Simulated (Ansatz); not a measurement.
Two isomers of BClH5NOSi: A = `N[SiH](Cl)BO`, B = `NBO[SiH2]Cl`.

Calculated with Ansatz (gas phase, PBE0-D4/def2-TZVP geometries, no zero-point term in ΔE). CCSD(T)/CBS adds triple-zeta CCSD(T) − MP2 to the extrapolated MP2 energy (def2 sets, frozen cores). Functionals use def2-TZVPP. B3LYP here is the variant with VWN-RPA as its local correlation; programs differ in this. One conformer a species, not always the lowest.

(1) Which is lower in electronic energy at CCSD(T)/CBS, and by how much? (An estimate is asked.)

(2) Give E(B) − E(A) in kcal/mol with HF/def2-TZVPP, CCSD/def2-TZVPP, MP2/def2-TZVPP, CCSD(T)/def2-TZVPP, ωB97M-V, B3LYP, PBE-D4. (Estimate.)

Largest T1 diagnostic: 0.012.

Answers

(1) The calculation gave: B, by 43.3 kcal/mol.

(2) Ansatz gave: HF/def2-TZVPP -48.7, CCSD/def2-TZVPP -44.3, MP2/def2-TZVPP -44.9, CCSD(T)/def2-TZVPP -43.7, ωB97M-V -44.0, B3LYP -44.3, PBE-D4 -39.4. None reverses the order clearly.

In def2-TZVPP, CCSD(T) changes the Hartree–Fock value by +5.0 kcal/mol (the triples alone add +0.6 kcal/mol) and MP2 by +3.8 kcal/mol. From PBE to PBE0 (25 % exact exchange), in def2-TZVPP and without D4, E(B) − E(A) moves by −1.8 kcal/mol.
